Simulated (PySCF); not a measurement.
**Ionisation energy of Xe(2+) by level of theory**

Xe(2+) [Kr] 4d10 5s2 5p4 (3P) → Xe(3+) [Kr] 4d10 5s2 5p3 (4S), as a difference of total energies. Calculation: PySCF 2.14, in aug-cc-pwCVTZ-PP with ECP28MDF; scalar relativity through the core potential. Correlated levels: valence: 4s2 4p6 4d10 frozen. The calculations carry no spin-orbit coupling.

| method | ionisation energy (eV) | difference from reference (eV) |
| --- | --- | --- |
| UHF | 29.381 | -1.669 |
| MP2 (valence) | 30.052 | -0.998 |
| SCS-MP2 (valence) | 30.127 | -0.923 |
| CCSD (valence) | 30.192 | -0.858 |
| CCSD(T) (valence) | 30.217 | -0.833 |

Reference: 31.05 ± 0.04 eV (semi-empirical (NIST evaluation); NIST Atomic Spectra Database, ionization energies).

The reference lies between the lowest fine-structure levels, while these numbers refer to the centres of the terms.

Errors of the correlated levels include the incompleteness of this basis and the frozen core.
